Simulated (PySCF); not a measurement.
Computed shifts of a molecule C2H9GeN, PySCF with KT2/pcSseg-1, GIAO, gas phase, atoms alike by connectivity averaged where their shifts nearly agree, in ppm (number of nuclei): ¹⁵N: 28.0 (1). ¹³C: 47.3 (2). ¹H: 4.97 (3), 2.91 (6). References: ⁷³Ge against GeH4 (σ = 1669.3 ppm); ¹⁵N against NH3 (σ = 266.2 ppm); ¹³C against TMS (σ = 185.1 ppm); ¹H against TMS (σ = 31.47 ppm), references at their B3LYP-D3(BJ)/def2-TZVP geometries, non-relativistic. The structure is a stationary point at TPSSh-D3(BJ)/def2-SVP. Other conformers were not sampled.

Q: Which structure fits?
(A) C[N](C)[GeH3]
(B) C[NH][GeH2][CH3]
(C) C[C@@H](N)[GeH3]
(D) C[CH2][GeH2][NH2]

A: A, C[N](C)[GeH3]
